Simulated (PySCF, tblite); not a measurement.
Isomers of C7H11ClSi2. Calculated harmonic vibrations of the isolated species, GFN2-xTB (tblite), most abundant isotopes, no scaling. Against measured fundamentals such values can be off by several per cent, at times by over 20. Modes of hydrogen on silicon can be 10 to 20 % off. One conformer each.

Electronic energies: PBE0/pcSseg-1 single points on the GFN2-xTB geometries (PySCF, gas phase).

```tsv
SMILES	electronic energy, lowest = 0 (kJ/mol)
ClC1=C[Si@@H](C2CC2)C=C[SiH2]1	9.7
C=C(C)[Si@H]1C=C[SiH2]C(Cl)=C1	0.0
C=CC1=C[SiH2]C/C(=C\Cl)[SiH2]1	8.9
C#C[SiH2]/C=C\[Si@@H](Cl)CC=C	32.3
```

Task: How do GFN2-xTB zero-point energies change the relative energies?

Result: 
```json
{"SMILES": "C=C(C)[Si@H]1C=C[SiH2]C(Cl)=C1", "ZPE (kJ/mol)": "389.2", "of it from modes above 1550 cm⁻¹": "214.1", "electronic (kJ/mol)": "0.0", "with ZPE, lowest = 0 (kJ/mol)": "0.0", "lowest mode (cm⁻¹)": "30", "rings": "1"}
{"SMILES": "C=CC1=C[SiH2]C/C(=C\\Cl)[SiH2]1", "ZPE (kJ/mol)": "385.3", "of it from modes above 1550 cm⁻¹": "209.5", "electronic (kJ/mol)": "8.9", "with ZPE, lowest = 0 (kJ/mol)": "5.0", "lowest mode (cm⁻¹)": "35", "rings": "1"}
{"SMILES": "ClC1=C[Si@@H](C2CC2)C=C[SiH2]1", "ZPE (kJ/mol)": "394.0", "of it from modes above 1550 cm⁻¹": "204.7", "electronic (kJ/mol)": "9.7", "with ZPE, lowest = 0 (kJ/mol)": "14.5", "lowest mode (cm⁻¹)": "20", "rings": "2"}
{"SMILES": "C#C[SiH2]/C=C\\[Si@@H](Cl)CC=C", "ZPE (kJ/mol)": "382.7", "of it from modes above 1550 cm⁻¹": "219.9", "electronic (kJ/mol)": "32.3", "with ZPE, lowest = 0 (kJ/mol)": "25.8", "lowest mode (cm⁻¹)": "12", "rings": "0"}
```

The zero-point energies span 11.3 kJ/mol, from `C#C[SiH2]/C=C\[Si@@H](Cl)CC=C` to `ClC1=C[Si@@H](C2CC2)C=C[SiH2]1`. The order is unchanged.

Task: And how do the electronic energies of GFN2-xTB itself compare?

Result: `C=C(C)[Si@H]1C=C[SiH2]C(Cl)=C1` 49.1; `C=CC1=C[SiH2]C/C(=C\Cl)[SiH2]1` 0.0; `ClC1=C[Si@@H](C2CC2)C=C[SiH2]1` 35.3; `C#C[SiH2]/C=C\[Si@@H](Cl)CC=C` 69.0 kJ/mol, lowest = 0. Against the energies above, taken from the same isomer `C=C(C)[Si@H]1C=C[SiH2]C(Cl)=C1`, the largest difference is 58.0 kJ/mol.
